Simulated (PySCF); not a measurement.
Input of a response calculation (the driver script's job line, then coordinates in Å):

```
{"job": {"kind": "uv", "xc": "CAM-B3LYP", "basis": "def2-SVPD", "ip": true, "nstates": 15}, "charge": 0, "multiplicity": 1}
Ge     0.004991     0.524369     0.338606
H      0.084956     0.729386     1.872724
C      1.749489     0.041132    -0.384351
H      1.650119    -0.227863    -1.446593
H      2.185443    -0.812874     0.154109
H      2.446142     0.889153    -0.302762
C     -0.776794     2.043792    -0.573766
H     -0.794641     1.856413    -1.657169
H     -0.190803     2.954976    -0.382947
H     -1.807368     2.207214    -0.228934
O     -1.145520    -0.813557     0.030048
C     -0.901632    -2.084996     0.548069
H      0.030146    -2.539957     0.155935
H     -1.733851    -2.750962     0.266133
H     -0.833439    -2.092316     1.654886
```

Method used: PySCF, TDDFT CAM-B3LYP/def2-SVPD, vertical, gas phase, core orbitals frozen in the response. Job line and output are in the format of a driver script around the code.

(1) What does the script print for it?

## Answers

(1) 
```
coarse grid: 52856 points
cycle   1  E = -2272.0964459743  dE = -3.862e-01  |g| = 7.995e-01  |ddm| = 4.725e+00
cycle   2  E = -2271.9958366931  dE =  1.006e-01  |g| = 1.111e+00  |ddm| = 1.811e+00
cycle   3  E = -2272.2082462856  dE = -2.124e-01  |g| = 1.084e-01  |ddm| = 1.006e+00
cycle   4  E = -2272.2102725035  dE = -2.026e-03  |g| = 3.911e-02  |ddm| = 1.462e-01
cycle   5  E = -2272.2105369842  dE = -2.645e-04  |g| = 3.937e-03  |ddm| = 4.401e-02
cycle   6  E = -2272.2105396860  dE = -2.702e-06  |g| = 1.391e-03  |ddm| = 8.531e-03
final grid: 111592 points
cycle   7  E = -2272.2105033715  dE = -1.474e-07  |g| = 1.243e-03  |ddm| = 4.616e-03
cycle   8  E = -2272.2105034075  dE = -3.597e-08  |g| = 1.175e-03  |ddm| = 2.677e-03
cycle   9  E = -2272.2105036712  dE = -2.637e-07  |g| = 1.927e-05  |ddm| = 1.311e-03
cycle  10  E = -2272.2105036713  dE = -1.555e-10  |g| = 9.264e-06  |ddm| = 6.528e-05
converged SCF energy = -2272.2105036713

Static polarisability (au): isotropic 72.307, principal 65.369 72.271 79.282

Singlet excitations
state   eV       nm        f      main configurations
  1   7.0872    174.9   0.00199   H->L+1 0.30, H->L 0.28, H->L+2 0.18
  2   7.4643    166.1   0.01405   H->L 0.56, H->L+3 0.14, H->L+2 0.11
  3   7.7875    159.2   0.00095   H->L+1 0.54, H->L+2 0.28
  4   7.8479    158.0   0.02872   H-1->L 0.39, H-1->L+1 0.23, H-1->L+2 0.13
  5   7.9834    155.3   0.09460   H->L+2 0.27, H->L+3 0.27
  6   8.2021    151.2   0.06943   H-1->L 0.35, H-2->L 0.14, H->L+3 0.10
  7   8.3384    148.7   0.01968   H->L+4 0.62, H->L+3 0.17
  8   8.4565    146.6   0.08171   H-1->L+1 0.32, H-1->L+2 0.26, H-2->L 0.11
  9   8.6535    143.3   0.03253   H-1->L+2 0.23, H-2->L 0.16, H-1->L+3 0.12
 10   8.7763    141.3   0.05643   H-2->L+2 0.22, H-1->L+3 0.12, H-2->L 0.12
 11   8.8257    140.5   0.02149   H->L+5 0.20, H->L+6 0.14, H-3->L+1 0.13
 12   8.8432    140.2   0.00825   H-2->L+1 0.30, H-2->L 0.18, H-1->L 0.15
 13   8.9570    138.4   0.00362   H->L+5 0.30, H-3->L+1 0.18, H->L+7 0.10
 14   8.9759    138.1   0.10792   H-1->L+4 0.28, H-1->L+3 0.25, H-2->L+1 0.12
 15   9.0210    137.4   0.02018   H-3->L 0.55

Triplet excitations (Tamm-Dancoff, eV): 6.7683 7.2269 7.5120 7.5990
Vertical ionisation energy (delta-SCF) = 9.6627 eV
```

The structure is a single PBE0-D3(BJ)/def2-SVP conformer in the gas phase; no vibrational or solvent corrections. Relativistic effects, spin–orbit coupling among them, are left out although an element past zinc is present.

The species is `C[O][GeH]([CH3])[CH3]` (GeHMe2(OMe)).

The SCF starts on a coarse grid; the energy jumps when the final grid takes over, and dE counts afresh there. H and L stand for HOMO and LUMO.

All these states lie below the vertical ionisation energy of 9.66 eV (ΔSCF).
